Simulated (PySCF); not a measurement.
CH3Li, triplet, at a GFN2-xTB geometry (such geometries of metal compounds can be far from the true shape) (a higher spin typed on purpose: for a closed-shell molecule this is an excited state), with bond 5-2 at 1.8 times its length. Base run: CASSCF(2,4)/6-31G* in PySCF.

Here is a job for PySCF.
```python
from pyscf import gto, scf, mcscf
import numpy

mol = gto.M(
    atom='''
Li   -1.237384   -0.750669   -1.068819
C     0.391761    0.237665    0.338393
H     0.722172   -0.688585    0.758404
H    -0.308590    0.837477    0.879922
H     1.392994    1.028691   -1.102723
''',
    basis='6-31g*',
    charge=0,
    spin=2,
    verbose=4,
)

mf = scf.ROHF(mol)
mf.kernel()
mc = mcscf.CASSCF(mf, 4, 2)
mc.fix_spin_(ss=2.0)
mc.kernel()
occ = numpy.linalg.eigvalsh(mc.fcisolver.make_rdm1(mc.ci, mc.ncas, mc.nelecas))[::-1]
ss = mc.fcisolver.spin_square(mc.ci, mc.ncas, mc.nelecas)[0]
print('natural occupations', occ.round(4), ' <S^2>', round(ss, 4))
```

Each row names what was changed in the base input (with any setting that the change needs).

```
change                                            ΔE vs base (kcal/mol)                           natural occupations  <S^2> of the state
------------------------------------------------  ---------------------  --------------------------------------------  ------------------
base                                                              0.000                           1.00 1.00 0.00 0.00                2.00
orbitals = fixed (CASCI); correction = SC-NEVPT2                  -83.6                           1.00 1.00 0.00 0.00                2.00
orbitals = fixed (CASCI)                                          0.000                           1.00 1.00 0.00 0.00                2.00
correction = SC-NEVPT2                                            -83.6                           1.00 1.00 0.00 0.00                2.00
active space = 6 electrons, 6 orbitals                           -41.10                 1.99 1.80 1.00 1.00 0.20 0.01                2.00
active space = 8 electrons, 9 orbitals                            -66.6  1.98 1.98 1.81 1.00 0.99 0.19 0.02 0.02 0.01                2.00
active space = 6 electrons, 8 orbitals                           -49.92       1.99 1.81 1.00 0.99 0.19 0.01 0.01 0.00                2.00
active space = 6 electrons, 5 orbitals                           -34.61                      2.00 1.79 1.00 1.00 0.21                2.00
solver = newton                                                   0.000                           1.00 1.00 0.00 0.00                2.00
fix_spin_ = off                                                   0.000                           1.00 1.00 0.00 0.00                2.00
active space = 8 electrons, 8 orbitals                           -59.78       1.98 1.98 1.80 1.00 1.00 0.20 0.02 0.02                2.00
```

Active orbitals are taken around the Fermi level unless the row says otherwise; CASSCF can end in different local minima, and two programs can end on different orbitals. State-averaged rows give the lowest state.

Open shells are given as the SCF converged; they aren't shown to be the lowest states, and a large step between rows can be another state.
